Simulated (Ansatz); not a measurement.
Reaction (formal exchange of groups at the Si–B bond): `F[Si](F)(F)B(Cl)Cl` + `FBF` → `FB(F)[Si](F)(F)F` + `ClBCl`

Calculated with Ansatz (gas phase, PBE0-D4/def2-TZVP geometries, no zero-point term in ΔE). CCSD(T)/CBS is the MP2 limit (def2-TZVPP, def2-QZVPP) plus CCSD(T) − MP2 in def2-TZVPP, frozen cores. This one scheme is used for every species. Functionals use def2-TZVPP. One conformer a species, not always the lowest.

| level | ΔE (kcal/mol) | difference from CCSD(T)/CBS |
| --- | --- | --- |
| PBE0-D4 | 2.7 | 0.0 |
| CAM-B3LYP-D4 | 2.3 | -0.4 |
| ωB97M-V | 2.3 | -0.4 |
| PBE-QIDH | 2.4 | -0.3 |
| BLYP | 1.3 | -1.4 |
| CCSD(T)/def2-SVP | 3.4 | 0.7 |
| MP2/def2-TZVPP | 2.9 | 0.2 |
| HF/def2-QZVPP | 0.9 | -1.8 |
| SCS-MP2/def2-QZVPP | 2.6 | -0.1 |
| MP2/CBS(def2) | 3.3 | 0.6 |
| CCSD(T)/CBS | 2.7 | 0 |

Largest T1 diagnostic among the species: 0.013.

Leaving LDA and LC-ωPBE aside and taking each functional with its dispersion term where it has one, the values, not all of them listed here, spread over 1.2 kcal/mol, from ωB97X-V to revPBE-D4. In def2-TZVPP, CCSD(T) changes the Hartree–Fock value by +1.5 kcal/mol (the triples alone add +0.4 kcal/mol) and MP2 by +2.0 kcal/mol.
